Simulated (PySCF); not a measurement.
PBE0 on Ru⁻ (ruthenium, charge -1), [Kr] 4d7 5s2, high-spin 4F determinant. All numbers are calculated (PySCF 2.14, scalar relativity through the core potential, in aug-cc-pwCVDZ-PP with ECP28MDF (6s6p5d3f, 70 functions)).

```
cycle= 1 E= -94.5093494195023  delta_E= -0.0137  |g|= 0.0373  |ddm|= 0.561
cycle= 2 E= -94.509862700059  delta_E= -0.000513  |g|= 0.0336  |ddm|= 0.171
cycle= 3 E= -94.5102881979549  delta_E= -0.000425  |g|= 0.012  |ddm|= 0.0451
cycle= 4 E= -94.5103886432457  delta_E= -0.0001  |g|= 0.00161  |ddm|= 0.0431
cycle= 5 E= -94.5103990127816  delta_E= -1.04e-05  |g|= 0.000406  |ddm|= 0.0184
cycle= 6 E= -94.5103996451411  delta_E= -6.32e-07  |g|= 4.2e-05  |ddm|= 0.00557
cycle= 7 E= -94.5103996472857  delta_E= -2.14e-09  |g|= 3.88e-06  |ddm|= 0.000247
cycle= 8 E= -94.5103996473003  delta_E= -1.46e-11  |g|= 3.64e-07  |ddm|= 2.11e-05
converged SCF energy = -94.5103996473003  <S^2> = 3.7893925  2S+1 = 4.019648
```

Highest occupied orbital energy: 0.627 eV; ⟨L²⟩ = 12.03; populations by l: s 4.00, p 6.00, d 7.00, f 0.00.

(1) Can this result be used?

Answers

(1) With care. Self-consistency was reached. Energies and moments cover only the electrons outside the core potential. At PBE0 the highest occupied level has a positive energy, so only the finite basis holds that electron; in a semilocal or global hybrid functional this comes from self-interaction and does not mean that the real anion is unbound.
